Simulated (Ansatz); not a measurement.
One change: `N[SiH2][O][GeH3]` becomes `C[SiH2][O][GeH3]`.

Ansatz, PBE0-D4/def2-TZVP geometries, multiplicity 1. Each molecule was computed in one conformer, which needn't be the lowest.

Scalar relativity is left out up to krypton.

```csv
property,`N[SiH2][O][GeH3]`
LUMO energy (B3LYP/def2-TZVPP) / eV,0.03
HOMO energy (ωB97M-V/def2-TZVPP) / eV,-10.11
HOMO energy (PBE/def2-TZVPP) / eV,-6.26
LUMO energy (PBE/def2-TZVPP) / eV,-0.60
size of the dipole moment (ωB97M-V/def2-TZVPP) / D,0.95
LUMO energy (ωB97M-V/def2-TZVPP) / eV,2.01
```

(1) Give the same properties after the change, and the shifts. (Best estimate.)

Answers

(1) Computed: 
```tsv
property	`C[SiH2][O][GeH3]`	shift
LUMO energy (B3LYP/def2-TZVPP) / eV	-0.19	-0.22
HOMO energy (ωB97M-V/def2-TZVPP) / eV	-10.56	-0.45
HOMO energy (PBE/def2-TZVPP) / eV	-6.81	-0.55
LUMO energy (PBE/def2-TZVPP) / eV	-0.83	-0.23
size of the dipole moment (ωB97M-V/def2-TZVPP) / D	0.55	-0.40
LUMO energy (ωB97M-V/def2-TZVPP) / eV	1.80	-0.21
```

With PBE0 the HOMO falls by 0.55 eV and the LUMO falls by 0.22 eV, so the gap widens by about 0.33 eV. PBE moves the HOMO by -0.55 eV and ωB97M-V by -0.45 eV. Dipoles are sizes alone; their direction can turn.

B3LYP here is the variant with VWN-RPA as its local correlation; programs differ in this.
